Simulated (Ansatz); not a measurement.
`C[O][SnH2][F]` + `[CH3][AlH][SH]` → `[CH3][SnH2][F]` + `C[O][AlH][SH]`  (redistribution)

Isolated molecules relaxed with PBE0-D4/def2-TZVP in Ansatz; ΔE leaves out vibrations. CCSD(T)/CBS is the MP2 limit (def2-TZVPP, def2-QZVPP) plus CCSD(T) − MP2 in def2-TZVPP, frozen cores. This one scheme is used for every species. Functionals use def2-TZVPP. B3LYP here is the variant with VWN-RPA as its local correlation; programs differ in this. HSE06 is defined as in plane-wave codes. Elements past krypton have def2 core potentials. For Sn outer-core shells are correlated without core-valence functions, which leaves a few kJ/mol of doubt a bond. Each species was taken in one conformer, which may not be the lowest.

| level | ΔE (kJ/mol) | difference from CCSD(T)/CBS |
| --- | --- | --- |
| LDA (SPW92) | -95.8 | 1.0 |
| PBE-D4 | -90.0 | 6.8 |
| revPBE-D4 | -88.3 | 8.5 |
| BLYP-D4 | -93.6 | 3.2 |
| r2SCAN-D4 | -94.8 | 2.0 |
| PBE0-D4 | -95.5 | 1.3 |
| B3LYP-D4 | -98.2 | -1.4 |
| r2SCANh-D4 | -96.8 | 0.0 |
| r2SCAN0-D4 | -99.6 | -2.8 |
| HSE06-D4 | -95.2 | 1.6 |
| BHLYP-D4 | -103.0 | -6.2 |
| CAM-B3LYP-D4 | -100.0 | -3.2 |
| ωB97X-V | -95.2 | 1.6 |
| ωB97M-V | -97.1 | -0.3 |
| B2PLYP | -99.1 | -2.3 |
| PBE-QIDH | -99.7 | -2.9 |
| PBE | -89.7 | 7.1 |
| revPBE | -87.8 | 9.0 |
| BLYP | -93.2 | 3.6 |
| r2SCAN | -94.7 | 2.1 |
| PBE0 | -95.3 | 1.5 |
| r2SCANh | -96.7 | 0.1 |
| r2SCAN0 | -99.5 | -2.7 |
| HSE06 | -95.0 | 1.8 |
| CAM-B3LYP | -99.8 | -3.0 |
| RPA@PBE/def2-TZVPP | -98.1 | -1.3 |
| HF/def2-SVP | -106.2 | -9.4 |
| MP2/def2-SVP | -96.6 | 0.2 |
| CCSD/def2-SVP | -98.6 | -1.8 |
| CCSD(T)/def2-SVP | -97.0 | -0.2 |
| HF/def2-TZVPP | -104.1 | -7.3 |
| SCS-MP2/def2-TZVPP | -101.9 | -5.1 |
| CCSD/def2-TZVPP | -102.5 | -5.7 |
| CCSD(T)/def2-TZVPP | -100.4 | -3.6 |
| HF/def2-QZVPP | -103.4 | -6.6 |
| MP2/def2-QZVPP | -100.8 | -4.0 |
| SCS-MP2/def2-QZVPP | -99.8 | -3.0 |
| HF/CBS(def2) | -103.3 | -6.5 |
| MP2/CBS(def2) | -99.5 | -2.7 |
| CCSD/CBS(def2) | -98.9 | -2.1 |
| CCSD(T)/CBS | -96.8 | 0 |

Largest T1 diagnostic among the species: 0.014.

From PBE to PBE0 (25 % exact exchange), in def2-TZVPP and without D4, ΔE moves by −5.5 kJ/mol. Leaving LDA and LC-ωPBE aside and taking each functional with its dispersion term where it has one, the values spread over 14.7 kJ/mol, from BHLYP-D4 to revPBE-D4. LDA lies −6.1 kJ/mol from PBE without D4.
